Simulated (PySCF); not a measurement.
W(NH)(S)(NH2)2 (H5N3SW), SMILES [NH]=[W]([NH2])([NH2])=[S], multiplicity 1.

The structure is a stationary point at PBE0-D3(BJ)/def2-SVP. The spin state was assumed, not searched. The structure was generated by enumeration; whether it is a known compound was not checked. The def2 effective core potentials stand for the cores of W; spin–orbit coupling is left out. Other conformers were not sampled.

Computed with M06-2X/def2-TZVP in PySCF.

Symmetry labels are those of the subgroup Cs that the program uses (full group Cs).

**Question.** List the valence orbital energies around the gap with their symmetry. (An estimate is asked for; the answer gives what the named calculation found.)

**Answer.** 
```
orbital  symmetry  energy (eV)
-------  --------  -----------
HOMO−7         A"       -13.53
HOMO−6         A'       -11.04
HOMO−5         A'       -10.72
HOMO−4         A"       -10.20
HOMO−3         A"        -9.45
HOMO−2         A'        -9.08
HOMO−1         A'        -8.22
HOMO           A"        -8.00
LUMO           A"        -0.55
LUMO+1         A'        -0.17
LUMO+2         A'         0.33
LUMO+3         A'         0.80
```
